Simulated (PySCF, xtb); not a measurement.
C2H4BFO2, SMILES COB(F)C=O. Atoms are numbered in the order given.

```xyz
10

C      0.0799    -1.9722     0.0000
O     -0.8489    -0.8944     0.0000
B     -0.5528     0.4055     0.0000
F     -1.5662     1.2750     0.0000
C      0.9263     1.0741     0.0000
O      1.9686     0.4541     0.0000
H      1.1167    -1.6124     0.0000
H     -0.1045    -2.5881     0.8929
H     -0.1045    -2.5881    -0.8929
H      0.9573     2.1973     0.0000
```
Charge 0, spin multiplicity 1.

Geometry optimised at ωB97X-D3(BJ)/def2-SVP. This is a generated structure with no PubChem entry under its InChIKey; it may be hypothetical. Other conformers were not sampled.

These are IEF-PCM-M06-2X/def2-SVP (PySCF) values and carry that method's errors.

The values are the electrostatic part of the solvation free energy, E(continuum) − E(gas) at the gas-phase geometry, in a cavity of scaled van der Waals radii (PySCF's table); cavitation and dispersion terms are not included. In vacuum the orbital gap is 7.84 eV. The dipole moment in vacuum is 0.95 D.

| solvent | ε | ΔG(elec) (kcal/mol) | dipole (D) | gap (eV) |
|---|---|---|---|---|
| water | 78.36 | (withheld) | (withheld) | (withheld) |
| chloroform | 4.71 | -3.3 | 0.97 | 7.87 |
| tetrahydrofuran | 7.43 | -3.7 | 0.96 | 7.88 |

Task: Some entries are withheld; supply them. (The exact figures need the calculation; the answer reports its results.)

Result: 
- water, ΔG(elec) (kcal/mol): -4.6
- water, dipole (D): 0.95
- water, gap (eV): 7.89

For comparison, GFN2-xTB/ALPB(water) (xtb, at the GFN2-xTB geometry, all terms of that model) gives -2.7 kcal/mol.
